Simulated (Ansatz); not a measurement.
`BN[SiH](C)Cl` + `OBF` → `COBF` + `BN[SiH2]Cl`  (substitution at a C–Si bond)

Isolated molecules relaxed with PBE0-D4/def2-TZVP in Ansatz; ΔE leaves out vibrations. CBS: MP2 limit from def2 TZ/QZ plus the TZ coupled-cluster correction, frozen cores. This one scheme is used for every species. Each species was taken in one conformer, which may not be the lowest.

| species | SCS-MP2/def2-QZVPP energy (Eh) |
| --- | --- |
| `BN[SiH](C)Cl` | -870.61835 |
| `OBF` | -200.99943 |
| `COBF` | -240.21543 |
| `BN[SiH2]Cl` | -831.36223 |

Question: Work out ΔE.

Answer: ΔE = (-240.21543) + (-831.36223) − (-870.61835) − (-200.99943) = 0.04012 Eh = +25.2 kcal/mol. CCSD(T)/CBS gives +26.0 kcal/mol.

Largest T1 diagnostic among the species: 0.013.

The D4 term adds +1.5 kcal/mol with B3LYP and +0.9 kcal/mol with PBE0; it sums over pairs of atoms, weighted by their polarisabilities, and B3LYP, whose exchange is more repulsive, gets the larger term. In def2-TZVPP, CCSD(T) changes the Hartree–Fock value by +4.1 kcal/mol (the triples alone add +0.4 kcal/mol) and MP2 by +5.8 kcal/mol.

B3LYP here is the variant with VWN-RPA as its local correlation; programs differ in this.
